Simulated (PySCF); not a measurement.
# SMILES c1(C#C)ncncn1, C5H3N3

Geometry:
```
atom   x (Å)   y (Å)   z (Å)
  C1   3.048  -0.355  -0.219
  C2   1.848  -0.203  -0.171
  C3   0.423  -0.024  -0.114
  N4  -0.348  -1.090  -0.354
  C5  -1.652  -0.857  -0.285
  N6  -2.219   0.313  -0.007
  C7  -1.357   1.301   0.213
  N8  -0.035   1.199   0.175
  H9   4.114  -0.490  -0.262
 H10  -2.320  -1.706  -0.475
 H11  -1.773   2.289   0.447
```

Level of theory: quadratic response CAM-B3LYP/def2-TZVPD first hyperpolarisability, Taylor convention, gas phase (PySCF). Geometry: PBE0-D3(BJ)/def2-SVP.

(1) Give the tensor of the second harmonic β(−2ω;ω,ω) at 1064 nm in the axes of these coordinates.

Results:

(1) In au, Taylor convention; rows are the first index (the induced dipole):
```csv
,xx,yy,zz,xy,xz,yz
x,+360.8,-29.8,-31.8,-55.1,-17.4,+1.2
y,-54.8,+12.9,+4.1,-27.8,+1.3,+1.4
z,-17.3,+1.5,+3.8,+1.3,-30.2,+3.9
```
Norm of βᵢ = ⅓ Σⱼ (βᵢⱼⱼ + βⱼᵢⱼ + βⱼⱼᵢ): 304.2 au, hyper-Rayleigh value 144.5 au.
